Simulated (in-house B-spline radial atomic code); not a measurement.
Hg is squeezed into an impenetrable sphere of radius R (the orbitals vanish at R). Method: Dirac-Hartree-Fock, average of configuration, Fermi nucleus of rms radius 5.4648 fm. Calculated with a B-spline radial code for spherical atoms.

Energies in eV above the free atom in [Xe] 4f14 5d10 6s2:

| R (bohr) | highest level (eV) | [Xe] 4f14 5d10 6s2 | [Kr] 4d9 4f14 5s2 5p6 5d10 5f1 6s2 | [Xe] 4f14 5d9 6s2 6f1 |
| --- | --- | --- | --- | --- |
| 8.95 | -8.91 | 0.01416 | 380.5 | 25.6 |
| 5.99 | -8.39 | 0.6411 | 387.4 | 40.61 |
| 4.93 | -7.19 | 2.568 | 393.9 | 53.88 |
| 3.99 | -3.62 | 9.794 | 406.9 | 79.59 |
| 3.61 | -0.279 | 17.73 | 417.8 | 99.64 |
| 3.2 | 6.25 | 35.29 | 439.2 | 135.8 |
| 2.45 | 40 | 148.7 | 562.9 | 313.5 |
| 2.37 | 47.3 | 176.6 | 592.4 | 352.4 |
| 1.75 | 179 | 789.1 | 1232 | 1111 |
| 1.58 | 265 | 1269 | 1730 | 1664 |

Question: Does [Kr] 4d9 4f14 5s2 5p6 5d10 5f1 6s2 fall below [Xe] 4f14 5d10 6s2 under compression?

Answer: No, it stays above over the whole range.

Question: Does [Xe] 4f14 5d9 6s2 6f1 fall below [Xe] 4f14 5d10 6s2 under compression?

Answer: No, it stays above over the whole range.

The highest level is first positive in the row R = 3.2 bohr, pushed up by confinement above the zero of the free ion's potential. Each configuration is held fixed and needn't be the lowest in the sphere.
